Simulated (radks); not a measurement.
Spherical jellium clusters: N electrons in a uniform positive sphere of charge N and radius rs N^(1/3), rs = 4.76 bohr. Method: non-relativistic Kohn-Sham, LDA (Slater exchange, Perdew-Wang correlation), spin-polarised, spherical densities; computed with a radial shooting solver with Libxc functionals. Levels are named by radial order and angular momentum (1s, 1p, 1d, 2s, ...), and open shells are averaged over m.

N = 5, configuration 1s2 1p(up 3, down 0). This is the lowest configuration that the search found. Occupied and some empty levels:

| level | occupation | eigenvalue (eV) | <r> (bohr) |
|---|---|---|---|
| 1s up | 1 | -3.7884 | 5.588 |
| 1s down | 1 | -3.1961 | 5.609 |
| 1p up | 3 | -2.6600 | 6.828 |
| 1p down | 0 | -2.0803 | 7.097 |
| 1d up | 0 | -1.3346 | 8.151 |
| 2s up | 0 | -0.99745 | 8.707 |
| 1d down | 0 | -0.86284 | 8.764 |
| 2s down | 0 | -0.72526 | 9.501 |
| 1f up | 0 | -0.042582 | 10.70 |

Energy (eV): total -8.33994, kinetic 6.7893, external -98.076, Hartree 48.211, exchange-correlation -15.411, background 50.147.

Electron density:

| r (bohr) | n(r) (e/bohr^3) |
|---|---|
| 0.606 | 0.002243 |
| 1.62 | 0.002417 |
| 2.63 | 0.002656 |
| 3.65 | 0.002802 |
| 4.66 | 0.002685 |
| 5.67 | 0.002240 |
| 6.68 | 0.001580 |
| 7.70 | 0.0009320 |
| 8.71 | 0.0004680 |
| 9.72 | 0.0002100 |
| 10.7 | 0.00008789 |
| 11.8 | 0.00003461 |
| 12.8 | 0.00001331 |
